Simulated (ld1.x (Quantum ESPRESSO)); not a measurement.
# Which change was made? (Cr, PAW)

ld1.x (Quantum ESPRESSO) 7.5 input, shortened:

```
&input
   title='Cr', zed=24., rel=1, dft='PBE', iswitch=3,
   config='[Ar] 3d5 4s0.75 4p0'
 /
 &inputp
   pseudotype=3, lpaw=.true., tm=.true., lloc=-1, rcloc=1.40,
   nlcc=.true., new_core_ps=.true.,
   which_augfun='PSQ', rmatch_augfun_nc=.true.
 /
6
4S  1  0   0.75   0.00  2.65  3.05  0.0
4S  1  0   0.00   3.40  2.65  3.05  0.0
4P  2  1   0.00   0.00  1.95  2.70  0.0
4P  2  1   0.00   3.50  1.95  2.70  0.0
3D  3  2   5.00   0.00  1.40  1.70  0.0
3D  3  2   0.00   0.25  1.40  1.70  0.0
 &test
   configts(1)='3d5 4s0.75 4p0'
 /
```

Cutoffs, loose and tight: the cutoffs (Ry, on a coarse ladder) from which the occupation-weighted sum of valence levels, in a spherical-Bessel basis at the reference potential, stays within 10 and 1 mRy of its value at 400 Ry. They do not see the model core or the augmentation charge, which bear on the density cutoff. Test errors are all-electron minus pseudo excitation energies from the reference, over the configurations 3d5 4s1 4p0; 3d5 4s0 4p0; 3d4 4s0 4p0; 3d3 4s0 4p0; 3d2 4s0 4p0; 3d4 4s1 4p0; 3d4 4s2 4p0; variants that change the core or the reference have their own tests.

The base gives: outcome: generated, overlap not positive; bound ghosts: not determined (overlap not positive); largest test error (meV): -3349.

(1) After one change the result is: outcome: generated; cutoff, loose: 35 Ry; cutoff, tight: 55 Ry; bound ghosts: s; largest test error (meV): -897. Which change was it?
A. core [Ne], valence charge 14; reference 3s2 3p6 3d5 4s1 4p0; waves now 3s (bound): rcut 1.20, rcutus 1.45 bohr; 4s (bound): rcut 1.20, rcutus 1.45 bohr; 3p (bound): rcut 1.55, rcutus 1.75 bohr; 4p (bound): rcut 1.55, rcutus 1.75 bohr; 3d (bound): rcut 1.00, rcutus 1.35 bohr; 3d channel at 0.25 Ry: rcut 1.00, rcutus 1.35 bohr; local potential all-electron potential smoothed inside 1.65 bohr (lloc = -1); core correction a·sin(br)/r model core, default radius (core density twice the valence density)
B. type TM; waves now 4s (bound): rc 3.05 bohr; 4p (bound): rc 2.70 bohr; 3d (bound): rc 1.70 bohr; local potential the d channel
C. reference 3d5 4s1 4p0

Answers

(1) C. The others give: core [Ne], valence charge 14; reference 3s2 3p6 3d5 4s1 4p0; waves now 3s (bound): rcut 1.20, rcutus 1.45 bohr; 4s (bound): rcut 1.20, rcutus 1.45 bohr; 3p (bound): rcut 1.55, rcutus 1.75 bohr; 4p (bound): rcut 1.55, rcutus 1.75 bohr; 3d (bound): rcut 1.00, rcutus 1.35 bohr; 3d channel at 0.25 Ry: rcut 1.00, rcutus 1.35 bohr; local potential all-electron potential smoothed inside 1.65 bohr (lloc = -1); core correction a·sin(br)/r model core, default radius (core density twice the valence density) → outcome: generated, overlap not positive; bound ghosts: not determined (overlap not positive); largest test error (meV): -51 | type TM; waves now 4s (bound): rc 3.05 bohr; 4p (bound): rc 2.70 bohr; 3d (bound): rc 1.70 bohr; local potential the d channel → outcome: generated; cutoff, loose: 80 Ry; cutoff, tight: 100 Ry; bound ghosts: s, p; largest test error (meV): -2804. A file whose overlap is not positive is unfit for use, and its test errors describe a broken file.
